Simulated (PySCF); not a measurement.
C2H6BO2, SMILES O(C)[B]OC, multiplicity 2.

The structure is a stationary point at ωB97X-D3(BJ)/def2-SVP. The isomer is the one that the SMILES or the coordinates give; other isomers of the formula were not compared. The values are those of a single conformer.

Method: PBE0/def2-TZVP in PySCF.

Estimate the frontier levels, dipole moment and polarisability. (Estimate from the structure and the level; the computed values follow.)


```json
{
  "α spin, highest occupied and lowest empty level": "-5.70 and 0.70 eV",
  "β spin, highest occupied and lowest empty level": "-8.43 and -1.08 eV",
  "dipole_moment": "1.81 D",
  "quadrupole, principal values (traceless, Buckingham form, about the centre of nuclear charge)": "-6.62, -0.94, 7.56 D·Å",
  "mean_static_polarisability": "49.9 bohr³ (7.40 Å³)",
  "polarisability_principal_values": "42.0, 45.6, 62.1 bohr³",
  "⟨S²⟩": "0.753 (pure state 0.75)"
}
```
